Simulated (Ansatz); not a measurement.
Li3Cl3⁺. Total charge 1; doublet. Geometry PBE0-D4/def2-SVP; atoms count from 1.

Cartesian coordinates in Å:
```
Li 0.9977 -0.9193 -1.8308
Li 0.0199 2.0692 1.1048
Li -1.3715 -0.3985 1.7107
Cl 0.0766 0.0427 -0.0878
Cl 1.6231 -2.3295 -3.6140
Cl -1.3459 1.5353 2.7172
```

Another isomer (doublet) lies 0.61 eV lower at PBE0-D4/def2-TZVP; other spin states weren't run for this one.

Question: Estimate the Mulliken populations from the PBE0/def2-TZVP orbitals of Ansatz.

Answer: 
```
atom  charge (e)  spin (α − β)
 Li1        0.82         -0.01
 Li2        0.81          0.00
 Li3        0.81          0.00
 Cl4       -0.79          0.00
 Cl5        0.00          0.92
 Cl6       -0.64          0.09
```
Mulliken values depend strongly on the basis.

Question: Where does the spin sit?

Answer: Summed by element: Li -0.01, Cl 1.01, of 1 unpaired in all. Largest on single atoms: Cl5 0.92, Cl6 0.09, Li1 -0.01.
